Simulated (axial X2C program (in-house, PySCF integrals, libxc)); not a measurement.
## Nuclear properties of ReBr

Computed with an in-house all-electron X2C program for linear molecules (integrals from PySCF): two-component X2C with atomic mean-field Coulomb and Gaunt terms, Gaussian nuclei, basis Re dyall-cv3z, Br dyall-cv3z with contracted cores.

R = 2.496 Å (near the PBE0 minimum at charge 0 of the determinant lowest at the starting distance; the state shown can have its own minimum elsewhere).

Determinant lowest in the PBE0 search, Ω = 3 (⟨Sz⟩ = 2.92, ⟨Lz⟩ = 0.08 at PBE0), spin on the atoms Re 2.80, Br 0.12:

```
level  Eeff magnitude (GV/cm)  Ws magnitude Re (kHz)  A∥/gI Re (MHz)  qzz Re (a.u.)  A∥/gI Br (MHz)  qzz Br (a.u.)  μ (D)
 PBE0                    52.4                   19.1            2400          -6.77            34.5           1.89  -2.25
   HF                    59.5                   21.7            1790          -8.27            26.6           1.63  -2.81
  LDA                    45.6                   16.9            2570          -5.99            24.2           1.93  -1.70
  PBE                      46                   16.9            2490          -6.39            29.2           1.78  -1.76
PBE50                    57.9                     21            2300          -7.20            36.2           1.93  -2.60
```

Eeff is the effective electric field on the electron electric dipole moment in this Ω state and Ws the scalar–pseudoscalar constant of the nucleus named (defined with the proton number Z and per Ω); A∥ (defined per Ω) follows by multiplying with gI = μI/(I μN); qzz is the electric field gradient, eQq0 = 234.96 MHz × Q/barn × qzz; μ is positive if the Br end (last atom) is positive. The operators were transformed with the bare-nucleus X2C matrices; with these basis sets, hyperfine constants and field gradients can be off by tens of per cent, and where levels differ in sign neither size nor sign is settled.

Task: With gI(187Re) = 1.2879, Q(187Re) = 2.07 barn, gI(79Br) = 1.4043, Q(79Br) = 0.3087 barn (g factors from the IAEA table of nuclear moments by Stone; Q from Pyykkö, Mol. Phys. 2018), turn the PBE0 values of the first state into constants in MHz.

Result: A∥(187Re) = 2400 × 1.2879 = 3090 MHz; eQq0(187Re) = 234.96 × (2.07) × (-6.77) = -3290 MHz; A∥(79Br) = 34.5 × 1.4043 = 48.4 MHz; eQq0(79Br) = 234.96 × (0.3087) × (1.89) = 137 MHz.

Each state is one determinant with collinear spin, which with several unpaired electrons need not be a pure state. Unrestricted Hartree–Fock can overshoot spin polarisation at the nuclei. This is the top spin component of a Σ state; components of lower Ω are not single determinants and can lie lower. With several open shells hyperfine constants can be off by a factor of several. Open-shell Ω = 0 determinants with evenly filled partner blocks cannot be reached by this program, so the Ω shown need not be the lowest component. The search compared states at one distance, so a state with another bond length can lie lower. Further determinants of the search, some of them spin-mixed, are not shown.
